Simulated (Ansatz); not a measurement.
`FC[SiH](F)[AlH2]` → `F[CH2][AlH2]` + `F[SiH]` at 298.15 K and 1 bar (silylene formation by 1,1-elimination).

Calculated with Ansatz (gas phase, PBE0-D4/def2-TZVP geometries, no zero-point term in ΔE). CCSD(T)/CBS is the MP2 limit (def2-TZVPP, def2-QZVPP) plus CCSD(T) − MP2 in def2-TZVPP, frozen cores. This one scheme is used for every species. One conformer a species, not always the lowest.

```
           species  CCSD(T)/CBS energy (Eh)  H − E (kJ/mol)  S (J/(mol·K))
`FC[SiH](F)[AlH2]`               -771.76241           167.9          377.1
    `F[CH2][AlH2]`               -382.22364           124.9          292.3
          `F[SiH]`               -389.46371            32.3          239.1
```

H − E and S are ideal-gas, rigid-rotor, harmonic terms from PBE0-D4/def2-TZVP, for one conformer and one mirror image of each species. 1 Eh = 2625.50 kJ/mol, R = 8.31446 J/(mol·K).

Question: By hand: ΔE, ΔH, ΔS and ΔG.

Answer: ΔE = (-382.22364) + (-389.46371) − (-771.76241) = 0.07506 Eh = 197.1 kJ/mol. Δ(H − E) = 124.9 + 32.3 − 167.9 = -10.7, so ΔH = 186.4 kJ/mol. ΔS = 292.3 + 239.1 − 377.1 = 154.3 J/(mol·K). ΔG = 186.4 − 298.15 × (154.3)/1000 = 140.4 kJ/mol.

Question: By hand: the equilibrium constant, and the temperature at which ΔG would vanish if ΔH and ΔS stayed fixed.

Answer: log₁₀ K = −ΔG/(RT ln 10) = -24.6. ΔG = 0 at ΔH/ΔS = 1208 K.

The number of gas molecules changes by +1, which sets the sign of ΔS. A doubt of 5 kJ/mol in ΔE shifts log₁₀ K by 0.9 here. Other conformers and mirror images would add mixing entropy, several J/(mol·K) or more a flexible species. These are equilibria of isolated gas molecules and say nothing of rates. Largest T1 diagnostic: 0.015 (customary marks: 0.02 for closed shells, 0.045 for open ones).
